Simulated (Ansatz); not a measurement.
`[CH3][GaH][CH2]O`, relaxed with RKS PBE0-D4/def2-TZVP in Ansatz from a PBE-D4/def2-SVP geometry. The force threshold is 0.005 eV/Å; the program also tests the step.

Total charge 0; spin multiplicity 1.

Start:

```xyz
11

C    -1.716   -0.114   -0.438
Ga   -0.190   -0.561    0.751
C     1.633   -0.224    0.030
O     1.415    1.212    0.251
H    -1.394    0.151   -1.465
H    -2.405   -0.980   -0.513
H    -2.307    0.728   -0.021
H    -0.383   -0.804    2.302
H     1.892   -0.448   -1.026
H     2.480   -0.520    0.676
H     0.974    1.560   -0.547
```

```json
{"step": "1", "energy (eV)": "-56602.4846", "largest force (eV/Å)": "0.634", "largest move (Å)": "0.000"}
{"step": "2", "energy (eV)": "-56602.5199", "largest force (eV/Å)": "0.230", "largest move (Å)": "0.055"}
{"step": "3", "energy (eV)": "-56602.5247", "largest force (eV/Å)": "0.067", "largest move (Å)": "0.042"}
{"step": "4", "energy (eV)": "-56602.5258", "largest force (eV/Å)": "0.064", "largest move (Å)": "0.037"}
{"step": "5", "energy (eV)": "-56602.5270", "largest force (eV/Å)": "0.054", "largest move (Å)": "0.090"}
{"step": "6", "energy (eV)": "-56602.5272", "largest force (eV/Å)": "0.027", "largest move (Å)": "0.014"}
{"step": "7", "energy (eV)": "-56602.5273", "largest force (eV/Å)": "0.011", "largest move (Å)": "0.004"}
{"step": "8", "energy (eV)": "-56602.5274", "largest force (eV/Å)": "0.035", "largest move (Å)": "0.016"}
{"step": "9", "energy (eV)": "-56602.5276", "largest force (eV/Å)": "0.069", "largest move (Å)": "0.040"}
{"step": "10", "energy (eV)": "-56602.5279", "largest force (eV/Å)": "0.061", "largest move (Å)": "0.009"}
{"step": "11", "energy (eV)": "-56602.5284", "largest force (eV/Å)": "0.096", "largest move (Å)": "0.053"}
{"step": "15", "energy (eV)": "-56602.5371", "largest force (eV/Å)": "0.296", "largest move (Å)": "0.200"}
{"step": "19", "energy (eV)": "-56602.5649", "largest force (eV/Å)": "0.177", "largest move (Å)": "0.097"}
{"step": "23", "energy (eV)": "-56602.5841", "largest force (eV/Å)": "0.058", "largest move (Å)": "0.100"}
{"step": "27", "energy (eV)": "-56602.5866", "largest force (eV/Å)": "0.065", "largest move (Å)": "0.074"}
{"step": "31", "energy (eV)": "-56602.5876", "largest force (eV/Å)": "0.031", "largest move (Å)": "0.033"}
{"step": "35 (rejected)", "energy (eV)": "-56602.5863", "largest force (eV/Å)": "0.178", "largest move (Å)": "0.109"}
{"step": "39", "energy (eV)": "-56602.5895", "largest force (eV/Å)": "0.022", "largest move (Å)": "0.018"}
{"step": "43", "energy (eV)": "-56602.5899", "largest force (eV/Å)": "0.012", "largest move (Å)": "0.010"}
{"step": "47", "energy (eV)": "-56602.5910", "largest force (eV/Å)": "0.052", "largest move (Å)": "0.055"}
{"step": "51", "energy (eV)": "-56602.5917", "largest force (eV/Å)": "0.021", "largest move (Å)": "0.032"}
{"step": "55", "energy (eV)": "-56602.5920", "largest force (eV/Å)": "0.025", "largest move (Å)": "0.038"}
{"step": "59", "energy (eV)": "-56602.5921", "largest force (eV/Å)": "0.002", "largest move (Å)": "0.013"}
{"step": "61", "energy (eV)": "-56602.5921", "largest force (eV/Å)": "0.002", "largest move (Å)": "0.005"}
```

End:

```xyz
11

C    -1.773    0.106   -0.234
Ga   -0.209   -0.599    0.736
C     1.610   -0.003    0.186
O     1.646    1.077   -0.740
H    -1.561    1.066   -0.710
H    -2.069   -0.600   -1.017
H    -2.632    0.226    0.429
H    -0.377   -1.649    1.901
H     2.196   -0.861   -0.180
H     2.141    0.342    1.080
H     1.027    0.895   -1.450
```

It took 4.6 min on 4 threads of an Arm Neoverse N1 on a shared host, with 0.48 GiB of host memory at the peak.
